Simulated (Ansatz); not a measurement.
`O[SiH2][SiH2]O` + `BI` → `B[SiH2][SiH2]O` + `OI`  (formal exchange of groups at the Si–O bond)

Isolated molecules relaxed with PBE0-D4/def2-TZVP in Ansatz; ΔE leaves out vibrations. CCSD(T)/CBS is the MP2 limit (def2-TZVPP, def2-QZVPP) plus CCSD(T) − MP2 in def2-TZVPP, frozen cores. Functionals use def2-TZVPP. def2 core potentials past Kr. For I outer-core shells are correlated without core-valence functions, which leaves a few kJ/mol of doubt a bond. Each species was taken in one conformer, which may not be the lowest.

`O[SiH2][SiH2]O`:

```xyz
10

O    -1.508   -0.130    0.860
Si    0.135   -0.287    1.091
Si    0.862    0.196   -1.096
O    -0.516    0.611   -1.907
H    -2.093   -0.261    1.608
H     0.476   -1.655    1.576
H     0.615    0.669    2.131
H     1.515   -0.978   -1.738
H     1.833    1.323   -1.137
H    -1.319    0.511   -1.387
```

`BI`:

Z-matrix (Å, degrees):
```
B
I 1 2.099
H 1 1.188 2 117.7
H 1 1.188 2 117.7 3 -180.0
```

`B[SiH2][SiH2]O`:

Z-matrix (Å, degrees):
```
Si
Si 1 2.364
B 1 1.990 2 105.7
H 1 1.493 2 106.1 3 121.1
H 1 1.490 2 107.6 3 -122.9
O 2 1.653 1 111.6 3 -179.0
H 2 1.492 1 108.8 3 -55.9
H 2 1.483 1 111.0 3 63.6
H 3 1.195 1 120.9 2 85.8
H 3 1.195 1 121.0 2 -89.2
H 6 0.958 2 117.4 1 54.1
```

`OI`:

Z-matrix (Å, degrees):
```
O
I 1 1.974
H 1 0.964 2 105.3
```

CCSD(T)/CBS gives +3.27 eV.

(1) Another level gave +3.22 eV. Which?
A. LC-ωPBE/def2-TZVPP
B. revPBE/def2-TZVPP
C. BLYP-D4/def2-TZVPP
D. PBE0/def2-TZVPP

Largest T1 diagnostic among the species: 0.014.

Results:

(1) A. LC-ωPBE 3.22, PBE0 3.16, revPBE 2.90, BLYP-D4 2.97 eV.

Leaving LDA and LC-ωPBE aside and taking each functional with its dispersion term where it has one, the values, not all of them listed here, spread over 0.47 eV, from revPBE-D4 to PBE-QIDH. LDA lies +0.18 eV from PBE without D4. From PBE to PBE0 (25 % exact exchange), in def2-TZVPP and without D4, ΔE moves by +0.20 eV.
